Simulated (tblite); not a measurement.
Run record: tight-binding relaxation, `[GeH3][P-][GeH3]`.

Computed with GFN2-xTB geometry optimisation, gas phase (tblite 0.8.0). Start geometry: from a force field or distance geometry. The command runs a driver script over a list of jobs; the input below is this job's line of settings and its coordinates in Å.

Command:
```bash
OMP_NUM_THREADS=1 python probes_run.py task.json out
```

Input:
```
{"job": {"kind": "relax", "xc": "GFN2-xTB", "basis": "xTB"}, "charge": -1, "multiplicity": 1}
Ge    -1.769400    -0.262600     0.017500
P      0.075500    -1.011200    -1.016500
Ge     1.760900     0.166000    -0.071800
H     -2.059300     1.140500    -0.596600
H     -2.956100    -1.252800    -0.179600
H     -1.405200    -0.057300     1.490800
H      2.778300    -0.834600     0.462300
H      2.330800     1.066900    -1.207800
H      1.258100     1.051100     1.076500
```

Question: Give the output.

Answer: 
```
step      E/eV     max force
  0    -261.91946    1.750
  1    -262.02369    1.296
  2    -262.30280    1.814
  3    -262.37667    1.368
  4    -262.49115    0.531
  5    -262.49816    0.376
  6    -262.50428    0.179
  7    -262.50612    0.168
  8    -262.50869    0.163
  9    -262.51080    0.153
... (72 lines left out)
 82    -262.56055    0.083
 83    -262.56128    0.067
 84    -262.56163    0.038
 85    -262.56172    0.018
 86    -262.56175    0.016
 87    -262.56179    0.019
 88    -262.56184    0.024
 89    -262.56191    0.026
 90    -262.56196    0.015
 91    -262.56197    0.005
```

«max force» is the largest atomic force in eV/Å.

Question: From which step on does the largest force stay under 0.1 eV/Å, and how much energy is left to gain from there?

Answer: From step 54 (0.084 eV/Å), 9.1 meV above the end.

Summary of the converged run: energy lowered by 14.8 kcal/mol over 91 steps; largest atomic force 0.005 eV/Å at the end.

Question: Give the final coordinates.

Answer: 0.577 Å rms from the input after alignment:
```
atom  x, y, z in Å
Ge1   -1.6007   -0.2609   -0.0639
P2     0.1487   -1.5651   -0.5657
Ge3    1.6261    0.0285   -0.0256
H4    -1.8527    1.0469   -0.8351
H5    -2.9331   -0.9855   -0.2981
H6    -1.8102    0.2554    1.3711
H7     3.0709   -0.4481   -0.2251
H8     1.6601    1.3615   -0.7945
H9     1.7044    0.5734    1.4118
```

On one thread, Arm Neoverse V1 (aarch64), shared host with 32 logical CPUs at a one-minute load of 7.9, this took 0.37 s wall.
Labels such as C1 count atoms from 1, the log's own numbers from 0.
